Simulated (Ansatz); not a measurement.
These are Ansatz (a first-principles code) with frozen-core CCSD(T)/def2-TZVPP // r2SCAN-D4/def2-SVP values and carry that method's errors.

Ansatz 0.2 input:
```yaml
crystal:
  periodic: [false, false, false]
  atoms:
    - { symbol: Nb, position_ang: [0.000029, -0.000049, 0.000017] }
    - { symbol: F, position_ang: [0.877203, -1.545163, 0.480474] }
    - { symbol: F, position_ang: [-1.131476, 0.002735, -1.451629] }
    - { symbol: F, position_ang: [1.430232, 0.465439, -1.113816] }
    - { symbol: F, position_ang: [-1.430083, -0.465666, 1.113913] }
    - { symbol: F, position_ang: [0.254113, 1.542707, 0.971066] }
basis:
  gaussian: { orbitals: def2-TZVPP }
correlation:
  method: ccsd_t
```

Output:

```
Functional definition: HF
1421 factors; integrals over basis functions are off by at most 1.3e-3 eV
mean field evaluation 1: about -15068.3710 eV, gradient 7.5e1 eV
mean field evaluation 2: about -15068.5338 eV, gradient 7.5e1 eV
mean field evaluation 4: about -15077.5436 eV, gradient 2.7e0 eV
mean field evaluation 8: about -15077.6069 eV, gradient 3.5e-1 eV
mean field evaluation 16: about -15068.3710 eV, gradient 7.5e1 eV
mean field -15077.60736968 eV, -554.0918508665 hartree, gradient 3.9e-6 eV, S^2 0.000000; 0 other end points of the search recorded, 0 dependent functions left out
5 core orbitals not correlated
reference -15077.60736968 eV, -554.0918508665 hartree; 24, 24 occupied and 182, 182 virtual orbitals, 1421 factors
second order -46.67317396 eV of doubles, -0.00000000 eV of singles
cycle   1  -44.19710969 eV  change     2.5e0 eV  update   2.4e-1
cycle   2  -45.60774502 eV  change    -1.4e0 eV  update   1.3e-1
cycle   3  -45.90771266 eV  change   -3.0e-1 eV  update   4.1e-2
cycle   4  -45.88863028 eV  change    1.9e-2 eV  update   1.4e-2
cycle   5  -45.86371285 eV  change    2.5e-2 eV  update   3.9e-3
cycle   6  -45.86321915 eV  change    4.9e-4 eV  update   1.5e-3
cycle   7  -45.86448682 eV  change   -1.3e-3 eV  update   7.9e-4
cycle   8  -45.86419986 eV  change    2.9e-4 eV  update   2.7e-4
cycle   9  -45.86412290 eV  change    7.7e-5 eV  update   1.2e-4
cycle  10  -45.86432579 eV  change   -2.0e-4 eV  update   4.6e-5
cycle  11  -45.86424622 eV  change    8.0e-5 eV  update   2.2e-5
cycle  12  -45.86422282 eV  change    2.3e-5 eV  update   8.7e-6
perturbative correction -1.83045448 eV, -0.0672679616 hartree
Total energy: -15125.30204699 eV, -555.8445979287 hartree
```

Cost: very roughly 3.0 core-minutes.
